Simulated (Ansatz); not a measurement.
Two members of one family (Series (H2AlX)2), computed with Ansatz in the gas phase. The two geometries come from different levels. Binding counts from free atoms in the multiplicity of their measured ground term, without zero-point energy. A dash marks a value that wasn't run or was left out as unsound. The structures are stationary points that may keep the symmetry of their start.

First: (H2Al-mu-H)2 (singlet, charge 0, PBE0-D4/def2-TZVP geometry).

```xyz
8

Al   -0.810   -0.325   -0.962
H    -0.690    0.542   -2.273
H    -1.784   -1.533   -0.675
H    -0.793    0.732    0.419
Al    0.809    0.325    0.962
H     1.775    1.534    0.658
H     0.705   -0.533    2.283
H     0.788   -0.742   -0.412
```

```tsv
level	HOMO (eV)	LUMO (eV)	gap (eV)	vertical IE (eV)	vertical triplet (eV)	binding per atom (eV)
PBE-D4/def2-SVP	-7.34	-1.88	5.46	–	–	2.43
PBE-D4/def2-TZVP	-7.35	-1.89	5.46	10.15	5.33	2.43
r2SCAN-D4/def2-TZVP	-7.67	-1.53	6.14	10.34	5.59	2.52
PBE0-D4/def2-SVP	-8.62	-1.12	7.51	–	–	2.45
PBE0-D4/def2-TZVP	-8.62	-1.12	7.50	10.63	5.97	2.44
```

Second: (H2Al-mu-F)2 (singlet, charge 0, PBE0-D4/def2-SVP geometry).

```xyz
8

Al    1.2224    0.1543   -0.7050
H     1.3576    1.4697   -1.5626
H     2.2670   -1.0117   -0.5267
F    -0.4662   -0.5586   -0.9310
Al   -1.2222   -0.1543    0.7053
H    -1.3565   -1.4700    1.5615
H    -2.2678    1.0112    0.5279
F     0.4656    0.5595    0.9306
```

Problem. Estimate the same table for the second.

Solution. 
```
              level  HOMO (eV)  LUMO (eV)  gap (eV)  vertical IE (eV)  vertical triplet (eV)  binding per atom (eV)
    PBE-D4/def2-SVP      -7.25      -1.28      5.97                 –                      –                   3.32
   PBE-D4/def2-TZVP      -7.30      -1.55      5.75             10.05                   5.60                   3.27
r2SCAN-D4/def2-TZVP      -7.65      -1.08      6.56             10.29                   6.01                   3.34
   PBE0-D4/def2-SVP      -8.61      -0.46      8.15                 –                      –                   3.28
  PBE0-D4/def2-TZVP      -8.63      -0.75      7.88             10.62                   6.27                   3.24
```
